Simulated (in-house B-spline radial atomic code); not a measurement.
Configurations of W⁵⁺, with energies counted from [Xe] 4f14 5d1. Method: Dirac-Hartree-Fock, average of configuration, Fermi nucleus of rms radius 5.3658 fm. Calculated with an all-electron radial atomic-structure program (B-spline basis). Energies include first-order Breit, QED and recoil terms.

Occupations are held fixed; configurations that lie above the ionisation limit could autoionise.

```
                 configuration  E - E(ref) (eV)  highest orbital  its <r> (bohr)
                 [Xe] 4f14 5f1           31.896            5f7/2           2.908
                 [Xe] 4f14 7d1           43.184            7d5/2           5.799
                 [Xe] 4f14 8d1            49.33            8d5/2           8.567
             [Xe] 4f13 5d1 7s1            72.53            7s1/2           4.142
             [Xe] 4f13 5d1 7p1           76.686            7p3/2           4.709
             [Xe] 4f13 5d1 6g1           88.891            6g7/2           7.234
[Kr] 4d10 4f14 5s2 5p5 5d1 8s1            89.62            8s1/2           6.466
[Kr] 4d10 4f14 5s2 5p5 5d1 7f1           94.861            7f7/2           7.847
[Kr] 4d10 4f14 5s2 5p5 5d1 9g1           102.62            9g7/2           18.41
```

Order these further configurations by energy, lowest first.
A. [Xe] 4f13 5d1 8p1
B. [Xe] 4f13 5d1 7g1
C. [Xe] 4f14 8g1
D. [Xe] 4f14 9s1
E. [Xe] 4f14 6f1

E (43.132 eV), D (49.751 eV), C (55.294 eV), A (85.581 eV), B (92.521 eV).

How far above the reference does [Xe] 4f14 6s1 lie?

9.3498 eV; its least bound orbital is 6s1/2 with <r> = 2.364 bohr.

How far above the reference does [Xe] 4f14 8p1 lie?

46.132 eV; its least bound orbital is 8p3/2 with <r> = 7.237 bohr.

How far above the reference does [Xe] 4f14 9d1 lie?

52.984 eV; its least bound orbital is 9d5/2 with <r> = 11.83 bohr.
